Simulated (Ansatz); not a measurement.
Gas-phase electronic energies from Ansatz, PBE0-D4/def2-TZVP geometries. CCSD(T)/CBS adds triple-zeta CCSD(T) − MP2 to the extrapolated MP2 energy (def2 sets, frozen cores). This one scheme is used for every species. DFT in def2-TZVPP. For Br outer-core shells are correlated without core-valence functions, which leaves a few kJ/mol of doubt a bond. Scalar relativity is left out up to krypton.

`[SiH3]C(Cl)Br` → `ClCBr` + `[SiH2]`  (silylene formation by 1,1-elimination)

`[SiH3]C(Cl)Br`:

```xyz
8

Si   -0.314    0.072    0.932
C     0.401   -0.179   -0.804
Cl   -0.694   -1.178   -1.770
Br    0.699    1.563   -1.615
H     0.648    0.877    1.724
H    -1.609    0.775    0.791
H    -0.502   -1.263    1.554
H     1.372   -0.668   -0.812
```

`ClCBr`:

```xyz
5

Cl   -1.157   -1.003   -0.747
C     0.036    0.117   -0.112
Br    0.599   -0.306    1.685
H    -0.398    1.111   -0.085
H     0.919    0.081   -0.741
```

`[SiH2]`:

Z-matrix (Å, degrees):
```
Si
H 1 1.525
H 1 1.525 2 91.2
```

```json
{"species": "`[SiH3]C(Cl)Br`", "PBE0 energy (Eh)": "-3363.76580"}
{"species": "`ClCBr`", "PBE0 energy (Eh)": "-3073.19192"}
{"species": "`[SiH2]`", "PBE0 energy (Eh)": "-290.48646"}
```

(1) Work out ΔE.

Largest T1 diagnostic among the species: 0.014.

Results:

(1) ΔE = (-3073.19192) + (-290.48646) − (-3363.76580) = 0.08742 Eh = +54.9 kcal/mol. CCSD(T)/CBS gives +55.2 kcal/mol.

The D4 term adds +3.9 kcal/mol with B3LYP and +2.1 kcal/mol with PBE0; it sums over pairs of atoms, weighted by their polarisabilities, and B3LYP, whose exchange is more repulsive, gets the larger term. From PBE to PBE0 (25 % exact exchange), in def2-TZVPP and without D4, ΔE moves by +1.8 kcal/mol. In def2-TZVPP, CCSD(T) changes the Hartree–Fock value by +5.1 kcal/mol (the triples alone add +1.5 kcal/mol) and MP2 by +10.4 kcal/mol.

B3LYP here is the variant with VWN-RPA as its local correlation; programs differ in this.
